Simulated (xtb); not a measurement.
Job for xtb: GFN-FF on BiClFH3 (a complex), monomers drawn apart or pushed together.

```
$ xtb mol.xyz --gfnff --sp --chrg 0 --uhf 0
6

Cl     1.84301533    -0.75688818     1.44602340
Bi     0.26125346     0.58006264     0.01951290
H     -0.56858731    -0.88407077    -0.61333565
H      1.38252755     0.53930461    -1.39424110
F     -0.89478373    -0.71024266     3.24068271
H     -0.00412342    -0.93187867     3.03729976
```

### Question
Give the final energy of this run.

### Answer
-0.3518 hartree.
